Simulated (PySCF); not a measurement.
Electrostatic solvation of a mixed set.

Level: wB97X-D/pcSseg-2 in PySCF, non-relativistic, each on one gas-phase PBE0-D3(BJ)/def2-TZVP geometry that isn't relaxed in the solvent. The solvent is an IEF-PCM continuum (cavity from Bondi-type radii × 1.2). Specific hydrogen bonds and non-electrostatic terms are outside this model.

Question: Order them by E(solvent) − E(gas) in chloroform (ε = 4.711), most negative first (kJ/mol).
A. `[CH3:1][CH2:2][C:3]([CH3:4])=[O:5]` with C1–C2–C3–C4 175°
B. `[OH:1][CH:2]1[CH2:3][CH2:4][CH2:5]1` with H–O1–C2–C3 80°, O1–C2–C3–C4 139°, C2–C3–C4–C5 -21°, C3–C4–C5–C2 21°, O1–C2–C5–C4 -143° (cyclobutanol)
C. `[OH:1][CH2:2][CH:3]1[CH2:4][CH2:5]1` with H–O1–C2–C3 -50°, O1–C2–C3–C4 83°
D. CF3OCF3, `FC(F)(F)OC(F)(F)F`

Answer: A (-16.6), C (-14.9), B (-13.7), D (-2.5).

| SMILES | charge | ΔE (kJ/mol) | polarisation term (kJ/mol) | HOMO shift (eV) | dipole gas (D) | dipole solvent (D) | atoms |
| --- | --- | --- | --- | --- | --- | --- | --- |
| CCC(C)=O | 0 | -16.6 | -19.4 | -0.09 | 2.97 | 3.75 | 13 |
| OCC1CC1 | 0 | -14.9 | -16.2 | -0.01 | 1.83 | 2.15 | 13 |
| OC1CCC1 | 0 | -13.7 | -15.0 | +0.01 | 1.54 | 1.89 | 13 |
| FC(F)(F)OC(F)(F)F | 0 | -2.5 | -2.6 | +0.12 | 0.01 | 0.02 | 9 |

The polarisation term is half the interaction of the solute with the induced surface charges.

The pairwise dispersion term of wB97X-D wasn't added to the energies; at a given geometry it leaves orbitals and properties as they are.
